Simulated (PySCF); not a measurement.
This PySCF input asks for the NMR shieldings of `N#C[C@H]1C[C@@H]([SiH2][SiH2][SiH3])C1`, C₅H₁₃NSi₃; the geometry comes from GFN2-xTB.

```python
import basis_set_exchange as bse
import numpy as np
from pyscf import gto, dft
from pyscf.prop import nmr

atoms = """
N    -2.958196    0.997332    2.232059
C    -2.923056    0.444339    1.230928
C    -2.853455   -0.246320   -0.023756
C    -2.280738    0.618049   -1.167016
C    -0.956033   -0.162299   -1.078408
Si    0.493016    0.797700   -0.287922
Si    2.182008   -0.663690    0.341688
Si    4.263364    0.282707    0.681422
C    -1.626627   -1.176285   -0.135275
H    -3.821980   -0.712434   -0.222787
H    -2.223961    1.684978   -0.954698
H    -2.817597    0.474928   -2.103862
H    -0.651027   -0.601091   -2.030376
H     0.897024    1.791593   -1.295167
H    -0.075862    1.556256    0.831922
H     1.768176   -1.387474    1.557042
H     2.280536   -1.746605   -0.655448
H     4.276924    1.150055    1.860797
H     4.662447    1.115076   -0.456662
H     5.336335   -0.694707    0.874037
H    -1.869020   -2.126893   -0.608059
H    -1.112689   -1.375830    0.804573
"""
names = dict.fromkeys(["N", "C", "Si", "H"], "pcSseg-1")
basis = {el: gto.basis.parse(bse.get_basis(n, elements=[el], fmt="nwchem")) for el, n in names.items()}
mol = gto.M(atom=atoms, basis=basis, charge=0, verbose=0)
mf = dft.RKS(mol, xc="PBE0")
mf.grids.level = 2
mf.grids.alignment = dft.numint.BLKSIZE   # the property module wants whole blocks of grid points
mf.conv_tol = 1e-9
mf.kernel()

calc = nmr.RKS(mf)   # GIAO
C = mf.mo_coeff
Co = C[:, mf.mo_occ > 0]
resp = mf.gen_response(singlet=True, hermi=2)
def vind(x):   # induced exchange potential for any number of trial vectors
    d = np.einsum("pi,xij,qj->xpq", C, 2 * x.reshape(-1, C.shape[1], Co.shape[1]), Co, optimize=True)
    return np.einsum("xpq,pi,qj->xij", resp(d - d.transpose(0, 2, 1)), C, Co, optimize=True).ravel()
mo1, _ = nmr.rhf.solve_mo1(calc, with_cphf=vind)
sigma = calc.kernel(mo1)
for i, s in enumerate(sigma):   # ppm
    w = np.linalg.eigvalsh((s + s.T) / 2)
    print("%2d %-2s iso %8.1f  s11 %8.1f  s22 %8.1f  s33 %8.1f" % (i, mol.atom_pure_symbol(i), w.mean(), *w))
```

Q: Give the expected output.

A: 
```
 0 N  iso    -34.9  s11   -196.8  s22   -180.4  s33    272.4
 1 C  iso     57.9  s11    -61.5  s22    -59.2  s33    294.3
 2 C  iso    168.0  s11    161.9  s22    165.2  s33    176.9
 3 C  iso    155.6  s11    140.4  s22    154.0  s33    172.6
 4 C  iso    171.2  s11    156.6  s22    172.2  s33    184.8
 5 Si iso    408.9  s11    363.0  s22    397.7  s33    466.0
 6 Si iso    483.7  s11    467.2  s22    489.1  s33    494.6
 7 Si iso    466.0  s11    454.5  s22    463.8  s33    479.7
 8 C  iso    157.8  s11    142.0  s22    155.9  s33    175.5
 9 H  iso     28.9  s11     23.6  s22     27.8  s33     35.2
10 H  iso     29.6  s11     26.4  s22     27.9  s33     34.4
11 H  iso     28.8  s11     25.5  s22     26.6  s33     34.5
12 H  iso     29.8  s11     25.5  s22     28.9  s33     35.0
13 H  iso     27.7  s11     23.5  s22     26.5  s33     33.0
14 H  iso     27.1  s11     23.1  s22     27.1  s33     31.2
15 H  iso     28.2  s11     24.0  s22     27.3  s33     33.3
16 H  iso     28.5  s11     24.1  s22     27.4  s33     34.1
17 H  iso     28.2  s11     24.6  s22     26.2  s33     33.8
18 H  iso     28.2  s11     24.5  s22     26.5  s33     33.7
19 H  iso     28.1  s11     24.4  s22     25.5  s33     34.4
20 H  iso     28.9  s11     25.6  s22     27.0  s33     34.2
21 H  iso     29.7  s11     25.8  s22     29.6  s33     33.6
```

These numbers come from an equivalent density-fitted implementation of the same equations, which agrees with the script to about 0.01 ppm for H and up to a few tenths of a ppm for heavy atoms, so last digits may differ.

Q: Turn these shieldings into chemical shifts. References, each an isolated molecule treated in the same way: NH3 for 15N (267.73 ppm); TMS for 13C (186.93 ppm), 29Si (349.16 ppm), 1H (31.72 ppm).

A: Averaging equivalent atoms: N 0: 302.6; C 1: 129.0; C 3/8: 30.2; C 2: 18.9; C 4: 15.7; Si 5: -59.8; Si 7: -116.8; Si 6: -134.5; H 13/14: 4.31; H 17/18/19: 3.53; H 15/16: 3.35; H 9: 2.83; H 11/20: 2.82; H 10/21: 2.11; H 12: 1.92 ppm. Experimental scales use liquid or dissolved standards, which lie at an offset from isolated NH3 (liquid NH3: subtract about 20 ppm). Unscaled 15N shifts of sp2 nitrogen come out 20 to 40 ppm too high even then.

Size and cost of the density-fitted run: 239 basis functions, 3.8 min wall time on 1 thread of an Intel Xeon, shared host; peak memory 1.1 GiB.
